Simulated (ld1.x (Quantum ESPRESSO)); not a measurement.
**Transferability test, ultrasoft potential for Ni (Z = 28)**

| Property | Result |
| --- | --- |
| Element | nickel |
| Generator | ld1.x (Quantum ESPRESSO) 7.5 |
| Type | ultrasoft |
| Functional | PBEsol |
| Relativity | scalar-relativistic |
| Frozen core | [Ne] |
| Valence charge | 18 |
| Reference configuration | 3s2 3p6 3d8 4s2 4p0 |
| Partial waves | 3s (bound): rcut 1.00, rcutus 1.30 bohr; 4s (bound): rcut 1.00, rcutus 1.30 bohr; 3p (bound): rcut 1.10, rcutus 1.30 bohr; 4p (bound, empty): rcut 1.10, rcutus 1.30 bohr; 3d (bound): rcut 0.80, rcutus 0.85 bohr; 3d channel at -0.3 Ry: rcut 0.80, rcutus 0.85 bohr |
| Local potential | all-electron potential smoothed inside 0.65 bohr (lloc = -2) |
| Core correction | Bessel-smoothed model core inside 0.70 bohr |
| Augmentation charge | PSQ, inside the norm-conserving radii |

Energies are relative to the spin-unpolarised reference configuration 3s2 3p6 3d8 4s2 4p0; without spin polarisation the order of configurations can differ from experiment.

Its overlap operator is not positive definite in a basis up to 400 Ry (lowest eigenvalue p -0.48), so the file is unfit for use: the generalised eigenproblem breaks down once the basis is large enough, and its test numbers describe a broken file.

```tsv
valence configuration	charge	ΔE all-electron (eV)	error AE − PS (meV)
3s2 3p6 3d8 4s1 4p0	+1	9.337	-0.1
3s2 3p6 3d8 4s0 4p0	+2	26.597	+1.3
3s2 3p6 3d7 4s0 4p0	+3	64.034	+5.3
3s2 3p6 3d9 4s0 4p0	+1	6.264	+16
3s1 3p6 3d8 4s2 4p0	+1	119.121	-21
3s2 3p6 3d8 4s1.5 4p0	+0.5	3.727	-0.2
3s2 3p6 3d9 4s1 4p0	0	-1.608	+8.0
```

The ghost test of this file was not conclusive.
